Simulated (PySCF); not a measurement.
A species of formula C5H7BO has this rotational fingerprint, computed with PySCF, PBE0-D3(BJ)/def2-SVP geometry optimisation, gas phase:

| Item | Value |
| --- | --- |
| Rotational constants | A = 7112, B = 1920, C = 1527 MHz |
| Dipole components | \|μa\| = 0.74 D, \|μb\| = 0.52 D, \|μc\| = 0.00 D |
| Inertial defect | -3.24 u·Å² |
| κ | -0.86 |

Question: Which structure is it? (One computed conformer of each.)
A. `[CH3:1][O:2][C:3]1=[CH:4][CH:5]=[CH:6][BH:7]1` with C1–O2–C3–C4 180°
B. `[CH3:1][B:2]([CH3:3])[c:4]1[cH:5][c:6]1=[O:7]` with C1–B2–C4–C5 88°

Answer: A. It is COC1=CC=CB1, an asymmetric top, point group Cs. The candidates at the same level (rigid rotor, commonest isotopes):

```tsv
SMILES	A (MHz)	B (MHz)	C (MHz)	μa (D)	μb (D)	μc (D)	Δ (u·Å²)	point group	rotor
COC1=CC=CB1	7112	1920	1527	0.74	0.52	0.00	-3.24	Cs	asymmetric top
CB(C)c1cc1=O	4487	1526	1451	3.09	0.65	2.42	-95.65	–	near-prolate asymmetric top
```

`CB(C)c1cc1=O` has A 37 % too low. In the right answer the mirror of this Cs structure is the ab plane, so μc vanishes by symmetry. No structure here is proved a minimum.
